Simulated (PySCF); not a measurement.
Identify the unknown among the candidates.

- UV, first state: lowest singlet excitation: 5.19 eV (239 nm, f = 0.038) [TDDFT CAM-B3LYP/def2-SVPD]
- Polarisability: 83.3 au [CAM-B3LYP/def2-SVPD]
- Dipole: 5.50 D [CAM-B3LYP/def2-SVPD]
- Triplet: lowest triplet excitation (Tamm–Dancoff): 3.83 eV [TDA CAM-B3LYP/def2-SVPD]
- Rotational structure: rotational constants A, B, C: 2.923, 1.537, 1.007 GHz [GFN2-xTB]
- UV, strongest line: among the 8 lowest singlet transitions: S5 at 6.93 eV (179 nm, f = 0.498) [TDDFT CAM-B3LYP/def2-SVPD]

Gas-phase values; electronic properties from PySCF, density fitting. Levels stand in brackets. Geometry: GFN2-xTB; no solvent, vibrations or thermal averaging.

Question: Which candidate is it?
A. `N#CC1=C[C@@H]2C=C(F)[C@H]12`
B. `N#Cc1ccccc1F`
C. `N#CC1=C(F)C[C@H]1[SiH3]`
D. `N#CC(/C=C\F)=C/[SiH3]`

Answer: B. It is `N#Cc1ccccc1F`. Numbering: `[N:1]#[C:2][c:3]1[cH:4][cH:5][cH:6][cH:7][c:8]1[F:9]`. Its formula, C7H4FN, gives 6 degrees of unsaturation: 1 ring and 5 π bonds in the structure found (Kekulé form). The optimised geometry has point group Cs and is an asymmetric top.

The others, at the same levels:
- `N#CC1=C[C@@H]2C=C(F)[C@H]12` fails: its computed lowest singlet excitation is 4.99 eV (248 nm, f = 0.015) (against 5.19 eV), lowest triplet excitation (Tamm–Dancoff) is 3.34 eV (against 3.83 eV) and strongest line among the 8 lowest singlet transitions is S2 at 5.63 eV (220 nm, f = 0.098) (against S5 at 6.93 eV).
- `N#CC(/C=C\F)=C/[SiH3]` fails: its computed lowest triplet excitation (Tamm–Dancoff) is 2.80 eV (against 3.83 eV), strongest line among the 8 lowest singlet transitions is S1 at 5.08 eV (244 nm, f = 0.513) (against S5 at 6.93 eV) and static isotropic polarisability is 96.5 au (against 83.3 au).
- `N#CC1=C(F)C[C@H]1[SiH3]` fails: its computed lowest singlet excitation is 5.89 eV (211 nm, f = 0.239) (against 5.19 eV), lowest triplet excitation (Tamm–Dancoff) is 3.57 eV (against 3.83 eV) and static isotropic polarisability is 87.6 au (against 83.3 au).

Each candidate is one conformer, not necessarily the lowest. Dipoles, sizes and rotational constants follow the conformer. The torsions of the flexible species, by atom-mapped SMILES:
- `[N:1]#[C:2][C:3](/[CH:4]=[CH:5]\[F:6])=[CH:7]/[SiH3:8]`: C2–C3–C4–C5 -3°
